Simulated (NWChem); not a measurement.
System: GeSiH3Br, singlet; SMILES [SiH3][Ge][Br]

Input file for NWChem:

```
start job
memory heap 200 mb stack 900 mb global 1100 mb
geometry units angstroms noautosym nocenter noautoz
  Ge     0.875401    -0.495430    -0.404904
  Br    -0.315880     1.323695     0.498139
  Si    -1.045035    -2.037004    -0.067561
  H     -0.750536    -3.433382    -0.526988
  H     -2.228636    -1.528530    -0.832131
  H     -1.393468    -2.082983     1.388632
end
basis spherical
  * library def2-svpd
end
dft
  xc b3lyp
  iterations 150
end
property
  response 1 0.0
end
task dft property
```

Output (shortened):

```
             Northwest Computational Chemistry Package (NWChem) 7.3.0
             --------------------------------------------------------

                             Geometry "geometry" -> ""
                             -------------------------

 Output coordinates in angstroms (scale by  1.889725989 to convert to a.u.)

  No.       Tag          Charge          X              Y              Z
 ---- ---------------- ---------- -------------- -------------- --------------
    1 Ge                  32.0000     0.87540100    -0.49543000    -0.40490400
    2 Br                  35.0000    -0.31588000     1.32369500     0.49813900
    3 Si                  14.0000    -1.04503500    -2.03700400    -0.06756100
    4 H                    1.0000    -0.75053600    -3.43338200    -0.52698800
    5 H                    1.0000    -2.22863600    -1.52853000    -0.83213100
    6 H                    1.0000    -1.39346800    -2.08298300     1.38863200

 Effective nuclear repulsion energy (a.u.)     466.1358160423

                              NWChem Property Module
                              ----------------------

                                 NWChem DFT Module
                                 -----------------

 Summary of "ao basis" -> "ao basis" (spherical)
 ------------------------------------------------------------------------------
       Tag                 Description            Shells   Functions and Types
 ---------------- ------------------------------  ------  ---------------------
 Ge                        def2-svpd                14       38   6s4p4d
 Br                        def2-svpd                15       41   6s5p4d
 Si                        def2-svpd                10       24   5s3p2d
 H                         def2-svpd                 4        8   2s2p

            General Information
            -------------------
          SCF calculation type: DFT
          Wavefunction type:  closed shell.
          No. of atoms     :     6
          No. of electrons :    84
           Alpha electrons :    42
            Beta electrons :    42
          Charge           :     0
          Spin multiplicity:     1
          Use of symmetry is: off; symmetry adaption is: off
          Maximum number of iterations: 150
          AO basis - number of functions:   127
                     number of shells:    51
          Convergence on energy requested:  1.00D-06
          Convergence on density requested:  1.00D-05
          Convergence on gradient requested:  5.00D-04

              XC Information
              --------------
                         B3LYP Method XC Potential
                     Hartree-Fock (Exact) Exchange  0.200
                        Slater Exchange Functional  0.800 local
                    Becke 1988 Exchange Functional  0.720 non-local
              Lee-Yang-Parr Correlation Functional  0.810
                  VWN I RPA Correlation Functional  0.190 local

             Grid Information
             ----------------
          Grid used for XC integration:  medium
          Radial quadrature: Mura-Knowles
          Angular quadrature: Lebedev.
          Tag              B.-S. Rad. Rad. Pts. Rad. Cut. Ang. Pts.
          ---              ---------- --------- --------- ---------
          Ge                  1.25      112          12.0       590
          Br                  1.15      112          13.0       590
          Si                  1.10       88          13.0       590
          H                   0.35       45          14.0       434
          Grid pruning is: on
          Number of quadrature shells:   447
          Spatial weights used:  Erf1

      Superposition of Atomic Density Guess
      -------------------------------------

 Sum of atomic energies:       -4937.36864873

      Non-variational initial energy
      ------------------------------

 Total energy =   -4937.823473
 1-e energy   =   -7809.228133
 2-e energy   =    2405.268844
 HOMO         =      -0.201192
 LUMO         =      -0.076649

   convergence    iter        energy       DeltaE   RMS-Dens  Diis-err
 ---------------- ----- ----------------- --------- --------- ---------
 d= 0,ls=0.0,diis     1  -4941.8547986751 -5.41D+03  1.41D-02  4.26D-01
 d= 0,ls=0.0,diis     2  -4941.8037111196  5.11D-02  7.78D-03  6.16D-01
 d= 0,ls=0.0,diis     3  -4941.9002644111 -9.66D-02  2.16D-03  7.27D-02
 d= 0,ls=0.0,diis     4  -4941.9107446561 -1.05D-02  3.27D-04  3.20D-03
 d= 0,ls=0.0,diis     5  -4941.9109480084 -2.03D-04  1.02D-04  1.66D-04
  Resetting Diis
 d= 0,ls=0.0,diis     6  -4941.9109754471 -2.74D-05  1.93D-05  6.70D-07
 d= 0,ls=0.0,diis     7  -4941.9109755714 -1.24D-07  1.07D-05  2.30D-07
 d= 0,ls=0.0,diis     8  -4941.9109755629  8.49D-09  5.39D-06  3.62D-07

         Total DFT energy =    -4941.910975562908
      One electron energy =    -7809.176332842538
           Coulomb energy =     2593.580712642475
    Exchange-Corr. energy =     -192.451171405188
 Nuclear repulsion energy =      466.135816042343

 Numeric. integr. density =       83.999998869825

                       DFT Final Molecular Orbital Analysis
                       ------------------------------------

[...]

 DFT Linear Response polarizability / au
 Frequency  =       0.0000000 / au
              X              Y              Z
 -----------------------------------------------
 X      92.8858353      8.1248944     -7.7893999
 Y       8.1248725    110.4853187      7.8656423
 Z      -7.7894054      7.8656340     71.6868233
 -----------------------------------------------
 Eigenvalues =      94.0802768    114.1883876     66.7893129
 Isotropic   =      91.6859924
 Anisotropic =      41.2056131
 -----------------------------------------------

 Magnetic Dipole Response Matrix (nonzero elements):

 Exiting AOResponse driver routine
```

Level: B3LYP/def2-SVPD. Low-valent species are run as closed-shell singlets; no triplet was tried in these runs. Coordinates come from a PBE0/def2-SVP optimisation.
